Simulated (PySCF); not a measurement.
The PySCF input:
```python
from pyscf import gto, scf, dft, tdscf

mol = gto.Mole()
mol.atom = '''
    B     0.88119499    0.10574440   -0.00731153
    N    -0.61490035   -0.07734366   -0.00935601
    H     1.55120365   -0.83074683    0.16183845
    H     1.30154205    1.18204660   -0.14737037
    H    -0.93309367    0.07292481    0.95935811
    H    -0.91369437   -1.02208933   -0.27976957
    H    -1.10763015    0.61054839   -0.59200690
'''
mol.basis = '6-31g*'
mol.charge = 1
mol.verbose = 4
mol.build()

mf = dft.RKS(mol)
mf.xc = 'lc_wpbe'
mf.kernel()
td = mf.TDA()
td.nstates = 5
td.kernel()
td.analyze()
```

### Question
What is the computed nuclear repulsion energy (LC-WPBE/6-31G*, TDA run with PySCF)?

### Answer
36.9891 Eh

### Question
What is the computed HOMO energy (LC-WPBE/6-31G*, TDA)?

### Answer
-19.06 eV

### Question
Predict the HOMO-LUMO gap from LC-WPBE/6-31G*, TDA.

### Answer
13.99 eV

### Question
Predict the lowest excitation energy found from LC-WPBE/6-31G*, TDA.

### Answer
6.24 eV

### Question
Predict the total energy from LC-WPBE/6-31G*, TDA.

### Answer
-82.2767 Eh
